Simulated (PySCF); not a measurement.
**Ionising InP**

B97-3; PySCF, scalar-relativistic core potentials, basis sets In def2-SVPD with ECP28, P def2-SVPD. Neutral (UKS): triplet (π ↑↑), Re = 2.697 Å, ωe = 250 cm⁻¹, De = 2.06 eV, HOMO -5.21 eV, LUMO -3.14 eV.

InP⁺ (UKS): quartet (σ ↑, π ↑↑), Re = 3.063 Å, ωe = 99.7 cm⁻¹, De = 0.38 eV to In⁺ + P. The energies at the minima are -531.33963 hartree for InP and -531.07922 for InP⁺.

Problem. Work out the adiabatic ionisation energy, without and with harmonic zero-point energies (1 hartree = 27.2114 eV, 1 eV = 8065.5 cm⁻¹), and the change of the bond length.

Solution. At B97-3: 0.26041 hartree = 7.086 eV between the minima; the zero-point term (99.7 − 250.0)/2 cm⁻¹ = -0.009 eV makes it 7.077 eV. Re changes by +36.6 pm against the neutral. The electron leaves a σ orbital, and the ion is left as a loose complex of an ion and an atom.

Weak bonds: InP⁺. Basis-set superposition, not corrected here, can be much of De in a small basis, most of all at correlated wavefunction levels. These are scalar-relativistic numbers at best; spin–orbit coupling would shift them, the dissociation energy most. For an ion De counts to the pair picked by the measured ionisation energies or electron affinities, which need not be the lowest pair at this level. States were picked by a PBE0 search and need not be the measured ground states.
